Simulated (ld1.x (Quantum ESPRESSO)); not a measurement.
**Configuration tests for Sb (TM)**

ld1.x (Quantum ESPRESSO) 7.5 input, shortened:

```
&input
   title='Sb', zed=51., rel=1, dft='PZ', iswitch=3,
   config='[Kr] 4d10 5s2 5p3'
 /
 &inputp
   pseudotype=2, tm=.true., lloc=-2, rcloc=0.95,
   nlcc=.true., new_core_ps=.true., rcore=0.85
 /
3
5S  1  0   2.00   0.00  1.80  1.80  0.0
5P  2  1   3.00   0.00  1.70  1.70  0.0
4D  3  2  10.00   0.00  0.95  0.95  0.0
 &test
   configts(1)='4d10 5s2 5p3'
 /
```

Energies are relative to the spin-unpolarised reference configuration 4d10 5s2 5p3; without spin polarisation the order of configurations can differ from experiment. Spin-polarised rows fill each open shell by Hund’s rule, majority spin first.

| valence configuration | charge | ΔE all-electron (eV) | error AE − PS (meV) |
| --- | --- | --- | --- |
| 4d10 5s2 5p2 | +1 | 8.521 | -3.0 |
| 4d10 5s2 5p0 | +3 | 49.559 | -2.0 |
| 4d10 5s2 5p3.3 | -0.3 | -1.207 | +0.2 |
| 4d10 5s1 5p3 | +1 | 17.339 | -8.9 |
| 4d10 5s2 5p2.5 | +0.5 | 3.355 | -1.0 |
| 4d10 5s1 5p4 | 0 | 8.209 | -2.9 |
| 4d10 5s2 5p3 (spin-polarised) | 0 | -1.092 | 0.0 |
| 4d10 5s2 5p2 (spin-polarised) | +1 | 7.930 | -1.8 |

Question: What are ΔE and the potential's error for 4d10 5s2 5p1?

Answer: ΔE = 24.774 eV all-electron; the error (AE − PS) is -7.3 meV.

Note: ghost states, extra bound levels that the all-electron valence spectrum of the same l lacks: s at -178.3 eV, p at -40.8 eV. A true bound ghost makes a file unfit for plane-wave use.
